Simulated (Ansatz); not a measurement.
B4As5H16⁺, a cluster cut from zinc blende BAs (hydrogen-capped), relaxed as a singlet with RKS r2SCAN-D4/def2-SVP in Ansatz, starting from the GFN2-xTB geometry. Force threshold 0.03 eV/Å.

Start:

```xyz
25

B    -0.739    0.299    1.805
B    -1.812   -1.284   -1.259
B     0.374    2.332   -0.958
B     1.673   -0.981   -0.365
As   -0.381    2.151    0.953
As   -2.144   -0.755    0.708
As    1.020   -0.749    1.576
As    0.134   -1.965   -1.339
As    1.893    0.943   -1.097
H    -1.052    0.391    2.948
H    -1.876   -0.293   -1.916
H    -2.565   -2.136   -1.594
H     0.790    3.427   -1.141
H    -0.484    2.006   -1.718
H     2.691   -1.592   -0.418
H    -1.568    3.034    1.183
H     0.485    2.865    1.951
H    -3.491   -0.131    0.911
H    -2.451   -1.961    1.549
H     0.961   -2.074    2.292
H     2.109   -0.182    2.451
H     0.232   -3.385   -0.860
H     0.565   -2.289   -2.736
H     3.153    1.449   -0.456
H     2.484    0.879   -2.471
```

| step | energy (eV) | largest force component (eV/Å) | SCF passes |
| --- | --- | --- | --- |
| 1 | -307126.3057 | 0.519 | 17 |
| 2 | -307126.4304 | 0.247 | 18 |
| 3 | -307126.4858 | 0.047 | 18 |
| 4 | -307126.4931 | 0.035 | 19 |
| 5 (rejected) | -307126.4611 | 0.313 | 18 |
| 6 | -307126.4941 | 0.004 | 19 |

Force components are those of the run's own axes.

End:

```xyz
25

B    -0.722    0.287    1.811
B    -1.764   -1.264   -1.215
B     0.379    2.278   -0.922
B     1.673   -0.984   -0.344
As   -0.391    2.147    0.977
As   -2.147   -0.752    0.736
As    1.041   -0.764    1.608
As    0.159   -1.976   -1.337
As    1.912    0.924   -1.097
H    -1.042    0.384    2.972
H    -1.777   -0.227   -1.843
H    -2.542   -2.115   -1.578
H     0.792    3.396   -1.123
H    -0.497    1.890   -1.665
H     2.708   -1.605   -0.401
H    -1.682    2.914    1.053
H     0.431    2.900    1.991
H    -3.429    0.030    0.811
H    -2.504   -1.941    1.589
H     0.926   -2.109    2.273
H     2.125   -0.130    2.439
H     0.273   -3.415   -0.907
H     0.564   -2.092   -2.780
H     3.203    1.429   -0.506
H     2.309    0.793   -2.542
```

By distances, no bond broke or formed. The bond that changes most is B3–H13, from 1.19 to 1.21 Å (atoms count from 1).

No frequencies were taken in this run, so the end may be a saddle point.

It took 85 s on 4 threads of Arm Neoverse V1 on a shared host.
